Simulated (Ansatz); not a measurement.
System: C$_{4}$H$_{12}$V, net charge 0, doublet state. The spin state was set by rule; other spins were not relaxed. 
Structure (B3LYP-D3(BJ)/def2-TZVP (Ansatz, a first-principles code) minimum search):
```xyz
17

V      0.0000     0.0000     0.0000
C      1.7361    -0.3237    -0.9836
H      2.3142    -1.1452    -0.5523
H      2.3572     0.5740    -1.0423
H      1.4200    -0.6045    -1.9968
C      0.5221     0.5231     1.8815
H     -0.4376     0.6913     2.3874
H      1.1055     1.4472     1.9120
H      1.0625    -0.2720     2.4019
C     -1.0903     1.4505    -0.8907
H     -2.0064     1.6823    -0.3410
H     -1.3333     1.2127    -1.9297
H     -0.4319     2.3288    -0.8713
C     -1.1679    -1.6499    -0.0071
H     -1.4133    -1.9842    -1.0186
H     -2.0864    -1.5147     0.5700
H     -0.5505    -2.4155     0.4807
```
Charge 0, spin multiplicity 2.

Wanted: atomisation energy (electronic, to ground-state atoms), in kcal/mol. Correlated levels leave the core frozen unless marked. Open shells are spin-unrestricted. Spin-orbit coupling is left out. The frozen core is the preceding noble-gas configuration, with the filled d and f shells of earlier blocks. No relativistic terms. The coupled-cluster limit lacks core correlation, which all-electron functionals hold. CBS(X,Y): correlation extrapolated as X^-3; Hartree-Fock from the larger set. The bracket is a focal-point correction in the basis named.

| level | program | atomisation energy (kcal/mol) |
|---|---|---|
| HF/STO-3G | Ansatz | 1462.7 |
| HF/def2-SVP | Ansatz | 1032.7 |
| HF/def2-QZVPP | Ansatz | 1029.6 |
| BLYP-D3(BJ)/def2-TZVPD | Ansatz + dftd3 | 1473.8 |
| revPBE-D4/def2-TZVPD | Ansatz + dftd4 | 1466.1 |
| r2SCAN-D3(BJ)/def2-TZVPD | Ansatz + dftd3 | 1475.5 |
| PBE0/def2-SVP | Ansatz | 1460.1 |

### Question
What does RI-MP2/CBS(def2-TZVPP,def2-QZVPP)+[CCSD(T)-MP2]/def2-TZVPP (Ansatz) give?

### Answer
1443.2 kcal/mol
